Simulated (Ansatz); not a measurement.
**Two structures, one formula**

The two ends of one reaction step of Si2H6S2, closed shell (PBE0-D4/def2-TZVP).

A:

```xyz
10
angstrom
Si -0.2011 0.0613 -0.7444
S 1.2127 1.5879 -1.2463
S 0.4792 -1.9167 -1.1888
H 0.7366 -1.6616 -2.4837
H -1.3763 0.4279 -1.5763
Si -0.6850 0.0796 1.5430
H 2.1608 1.1390 -0.4058
H -1.3397 1.3684 1.8872
H 0.5917 -0.0380 2.2973
H -1.5790 -1.0481 1.9177
```

B:

```csv
atom,x (Å),y (Å),z (Å)
Si1,-0.5555,-0.5535,-0.6958
S2,1.2945,1.0983,-1.2012
S3,0.1324,-2.3237,-1.2225
H4,1.4746,0.5151,-2.4007
H5,-1.4763,0.2550,-1.5541
Si6,-0.7469,0.0806,1.5549
H7,2.2025,0.2942,-0.6190
H8,-1.1508,1.5089,1.6903
H9,0.5769,-0.0990,2.2120
H10,-1.7513,-0.7760,2.2360
```

Ansatz 0.2.0; basis: def2-TZVPP; cores frozen in the correlated methods. B3LYP uses VWN-RPA correlation.

Q: Which structure is lower at CCSD(T), and by how much? (Judge from chemistry; the value comes from the calculation.)

A: The calculation gives: A, by 32.20 kcal/mol (electronic energy, against the other). By their contacts, A is Si₂H₆S₂ ([SiH3][SiH]([SH])[SH]) and B is Si₂H₆S₂ ([SiH3][SiH]([S])[SH2]).

All methods give the same order:

```csv
method,E(B) − E(A) (kcal/mol)
SPW92,29.69
PBE-D4,29.18
BLYP-D4,28.46
r2SCAN-D4,30.63
B97M-V,30.67
PBE0-D4,31.68
B3LYP-D4,30.67
r2SCAN0-D4,32.28
BHLYP-D4,33.28
CAM-B3LYP-D4,32.66
wB97X-V,33.58
wB97M-V,32.11
B2PLYP,31.28
PBE-QIDH,32.98
RPA on PBE,31.47
HF,35.41
MP2,31.90
CCSD,33.27
CCSD(T),32.20
```

The T1 diagnostic stays at or below 0.015.

Labels in which every atom is bracketed show which atoms are joined, not bond orders.

For scale, one of the runs: CCSD(T)/def2-TZVPP, 252 basis functions, launched by `ansatz run in.yaml --threads 4 --pin off --events-out ev --progress --plain --max-ram 9574MiB`. Time: 67 s of wall clock on 4 CPU threads of an Arm Neoverse V2; the host was shared. Peak host memory: 4.6 GiB.
